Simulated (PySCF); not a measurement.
**C₆ coefficients of unlike pairs at PBE**

Calculated with PySCF 2.14 from the dipole response of each species, C₆(A,B) = (3/π) ∫ α_A(iu) α_B(iu) du, in atomic units, from isotropic polarisabilities. For ions this is the dispersion term alone; charge-induced terms of lower order in 1/R come first.

```
species   configuration                                                                 basis      relativity  α (bohr³)  C₆ (like pair)
   Mo³⁺   [Kr] 4d3 (4F)  def2-TZVPPD with the def2 core potential (28 electrons) (6s4p3d2f1g)  core potential      5.666           25.47
   Ga³⁺  [Ar] 3d10 (1S)                             aug-cc-pVQZ-PP with ECP10MDF (7s6p5d3f2g)  core potential      1.205           1.839
    Ca⁺   [Ar] 4s1 (2S)                                               def2-QZVPPD (11s6p4d3f)            none      80.73           588.7
     B⁺   [He] 2s2 (1S)                                           aug-cc-pVQZ-DK (6s5p4d3f2g)   spin-free X2C      10.64           28.84
```

(1) Estimate C₆ for Ca⁺ with Ga³⁺.

No spin-orbit coupling is included.

The other pairs:

```tsv
pair	C₆
Ca⁺, Mo³⁺	82.03
B⁺, Mo³⁺	23.24
B⁺, Ca⁺	117.7
Ga³⁺, Mo³⁺	6.706
B⁺, Ga³⁺	5.527
```

## Answers

(1) The integral gives 18.94. The combination rule 2 C_A C_B / (C_A α_B/α_A + C_B α_A/α_B) gives 16.40 and the geometric mean 32.90.
